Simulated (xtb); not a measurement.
F$_{3}$Hf, doublet, at a GFN2-xTB geometry (such geometries of metal compounds can be far from the true shape) (the multiplicity is a formal guess); xtb with GFN2-xTB.

The xtb input:
```
$ xtb mol.xyz --gfn 2 --uhf 1 --grad --json

# file mol.xyz
4

Hf     0.01327631     0.08252816     0.03016674
F      1.72739045    -0.45805359    -0.20520023
F     -0.88642622    -0.63545890     1.43046795
F     -0.94717471     0.43328718    -1.46660162
```

Output, abridged:

```
   ID    Z sym.   atoms
    1   72 Hf     1
    2    9 F      2-4

           -------------------------------------------------
          |                Calculation Setup                |
           -------------------------------------------------

           -------------------------------------------------
          |                 G F N 2 - x T B                 |
           -------------------------------------------------

          ...................................................
          :                      SETUP                      :
          :.................................................:
          :  # basis functions                  22          :
          :  # atomic orbitals                  21          :
          :  # shells                            9          :
          :  # electrons                        25          :
          :  max. iterations                   250          :
          :  Hamiltonian                  GFN2-xTB          :
          :  restarted?                      false          :
          :  GBSA solvation                  false          :
          :  PC potential                    false          :
          :  electronic temp.          300.0000000     K    :
          :  accuracy                    1.0000000          :
          :  -> integral cutoff          0.2500000E+02      :
          :  -> integral neglect         0.1000000E-07      :
          :  -> SCF convergence          0.1000000E-05 Eh   :
          :  -> wf. convergence          0.1000000E-03 e    :
          :  Broyden damping             0.4000000          :
          :  net charge                          0          :
          :  unpaired electrons                  1          :
          ...................................................

 iter      E             dE          RMSdq      gap      omega  full diag
   1     -3.4372099 -0.343721E+01  0.464E+01    0.53       0.0  T
   2    -13.8164796 -0.103793E+02  0.230E+01    0.00       1.0  T
   3    -14.8737094 -0.105723E+01  0.156E+01    0.40       1.0  T
   4    -15.7279252 -0.854216E+00  0.167E+01    0.99       1.0  T
   5    -15.2156243  0.512301E+00  0.124E+01    0.60       1.0  T
   6    -15.8722281 -0.656604E+00  0.687E+00    1.00       1.0  T
   7    -15.8368078  0.354204E-01  0.217E+00    1.07       1.0  T
   8    -15.8575168 -0.207091E-01  0.203E+00    1.07       1.0  T
   9    -15.8753259 -0.178091E-01  0.244E+00    1.12       1.0  T
  10    -15.8646561  0.106698E-01  0.167E+00    1.15       1.0  T
  11    -15.8752420 -0.105860E-01  0.267E-01    1.14       1.0  T
  12    -15.8751875  0.545358E-04  0.192E-01    1.16       1.0  T
  13    -15.8754434 -0.255932E-03  0.680E-02    1.16       1.0  T
  14    -15.8754487 -0.528556E-05  0.527E-02    1.15       1.0  T
  15    -15.8754487 -0.248160E-07  0.339E-02    1.15       1.5  T
  16    -15.8754488 -0.217360E-07  0.602E-03    1.15       8.3  T
  17    -15.8754488 -0.327702E-09  0.485E-04    1.15     103.0  T
  18    -15.8754488 -0.419583E-09  0.252E-04    1.15     198.7  T

   *** convergence criteria satisfied after 18 iterations ***

         :::::::::::::::::::::::::::::::::::::::::::::::::::::
         ::                     SUMMARY                     ::
         :::::::::::::::::::::::::::::::::::::::::::::::::::::
         :: total energy             -15.848146142309 Eh    ::
         :: gradient norm              0.000005331319 Eh/a0 ::
         :: HOMO-LUMO gap              1.150593021604 eV    ::
         ::.................................................::
         :: SCC energy               -15.875448601368 Eh    ::
         :: -> isotropic ES            0.049715281230 Eh    ::
         :: -> anisotropic ES          0.000475496730 Eh    ::
         :: -> anisotropic XC         -0.000621779905 Eh    ::
         :: -> dispersion             -0.001612696309 Eh    ::
         :: repulsion energy           0.027302459059 Eh    ::
         :: add. restraining           0.000000000000 Eh    ::
         :: total charge              -0.000000000216 e     ::
         :::::::::::::::::::::::::::::::::::::::::::::::::::::

           -------------------------------------------------
          |                Property Printout                |
           -------------------------------------------------

    * Orbital Energies and Occupations

         #    Occupation            Energy/Eh            Energy/eV
      -------------------------------------------------------------
         1        2.0000           -0.9008293             -24.5128
         2        2.0000           -0.8736795             -23.7740
         3        2.0000           -0.8736795             -23.7740
         4        2.0000           -0.5880930             -16.0028
         5        2.0000           -0.5567770             -15.1507
         6        2.0000           -0.5400257             -14.6948
         7        2.0000           -0.5400257             -14.6948
         8        2.0000           -0.5330365             -14.5047
         9        2.0000           -0.5330365             -14.5047
        10        2.0000           -0.5324024             -14.4874
        11        2.0000           -0.5324024             -14.4874
        12        2.0000           -0.5308833             -14.4461
        13        1.0000           -0.3714624             -10.1080 (HOMO)
        14                         -0.3291789              -8.9574 (LUMO)
        15                         -0.3291789              -8.9574
        16                         -0.2840699              -7.7299
        17                         -0.2840699              -7.7299
        18                         -0.2234787              -6.0812
        19                          0.0699066               1.9023
        20                          0.2526963               6.8762
        21                          0.2526963               6.8762
      -------------------------------------------------------------
                  HL-Gap            0.0422835 Eh            1.1506 eV
             Fermi-level           -0.4009051 Eh          -10.9092 eV

     #   Z          covCN         q      C6AA      α(0)
     1  72 Hf       1.913     0.889   596.030    66.924
     2   9 F        0.638    -0.296    12.309     4.140
     3   9 F        0.638    -0.296    12.309     4.140
     4   9 F        0.638    -0.296    12.309     4.140

 Mol. C6AA /au·bohr⁶  :       1130.785151
 Mol. C8AA /au·bohr⁸  :     147263.081018
 Mol. α(0) /au        :         79.344538

Wiberg/Mayer (AO) data.
largest (>0.10) Wiberg bond orders for each atom

 ---------------------------------------------------------------------------
     #   Z sym  total        # sym  WBO       # sym  WBO       # sym  WBO
 ---------------------------------------------------------------------------
     1  72 Hf   3.214 --     2 F    1.071     3 F    1.071     4 F    1.071
     2   9 F    1.210 --     1 Hf   1.071
     3   9 F    1.210 --     1 Hf   1.071
     4   9 F    1.210 --     1 Hf   1.071
 ---------------------------------------------------------------------------

Topologies differ in total number of bonds
Writing topology from bond orders to xtbtopo.mol

molecular dipole:
                 x           y           z       tot (Debye)
 q only:        0.082       0.508       0.186
   full:        0.084       0.525       0.192       1.436
molecular quadrupole (traceless):
                xx          xy          yy          xz          yz          zz
 q only:       -2.283       1.018       3.884       0.372       2.314      -1.601
  q+dip:       -2.482       1.107       4.222       0.405       2.516      -1.740
   full:       -2.694       1.202       4.583       0.439       2.731      -1.889

           -------------------------------------------------
          | TOTAL ENERGY              -15.848146142309 Eh   |
          | GRADIENT NORM               0.000005331319 Eh/α |
          | HOMO-LUMO GAP               1.150593021604 eV   |
           -------------------------------------------------

normal termination of xtb
```
